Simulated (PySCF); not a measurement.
## Correlation energy of P²⁺ (phosphorus, charge +2)

[Ne] 3s1 3p1 4s1, high-spin 4P determinant (an excited configuration). All numbers are calculated (PySCF 2.14, no relativity, point nucleus, in dyall-av2z). Frozen: [Ne]; 3 electrons correlated; the 16 highest virtual orbitals of each spin left out.

MP2 pair energies summed by pair of shells (mhartree):

```tsv
pair	energy	share (%)
3p-4s	-3.52	41.7
3s-4s	-2.53	30.1
3s-3p	-2.38	28.2
```

Total MP2 correlation energy: -8.43 mhartree.

Same-spin part -8.43 and opposite-spin part 0.00 mhartree; SCS-MP2 scales them by 1/3 and 6/5 to -2.81 mhartree.
